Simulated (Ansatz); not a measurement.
Program: Ansatz. Geometries: PBE0-D4/def2-TZVP. ΔE: electronic, gas phase. CBS: MP2 limit from def2 TZ/QZ plus the TZ coupled-cluster correction, frozen cores. DFT in def2-TZVPP. B3LYP here is the variant with VWN-RPA as its local correlation; programs differ in this.

Reaction (isomerisation): `C#C[SiH](C)Cl` → `[SiH3]C1=C(Cl)C1`

`C#C[SiH](C)Cl`:

Cartesian coordinates in Å:
```
C 0.345 -2.580 0.286
C 0.366 -1.433 -0.085
Si 0.362 0.302 -0.637
C -0.742 1.329 0.439
Cl 2.289 1.018 -0.532
H 0.331 -3.595 0.612
H -0.042 0.346 -2.060
H -0.732 2.371 0.112
H -0.410 1.286 1.478
H -1.767 0.955 0.387
```

`[SiH3]C1=C(Cl)C1`:

Z-matrix (Å, degrees):
```
Si
C 1 1.833
H 1 1.486 2 109.2
H 1 1.486 2 109.3 3 118.8
H 1 1.484 2 109.9 3 -120.6
C 2 1.294 1 154.2 3 120.5
C 2 1.548 1 144.7 3 -59.3
Cl 6 1.678 2 147.4 1 0.1
H 7 1.090 2 118.8 1 73.3
H 7 1.090 2 118.7 1 -73.5
```

| level | ΔE (kJ/mol) |
| --- | --- |
| B3LYP-D4 | 277.6 |
| MP2/def2-QZVPP | 294.2 |

(1) What does CCSD(T)/CBS give? (Estimate.)

Largest T1 diagnostic among the species: 0.011.

Answers

(1) Computed: +293.2 kJ/mol. The listed levels differ from it by -15.6, 1.0 kJ/mol.

From PBE to PBE0 (25 % exact exchange), in def2-TZVPP and without D4, ΔE moves by +9.3 kJ/mol. In def2-TZVPP, CCSD(T) changes the Hartree–Fock value by −23.4 kJ/mol (the triples alone add −4.3 kJ/mol) and MP2 by −19.9 kJ/mol.
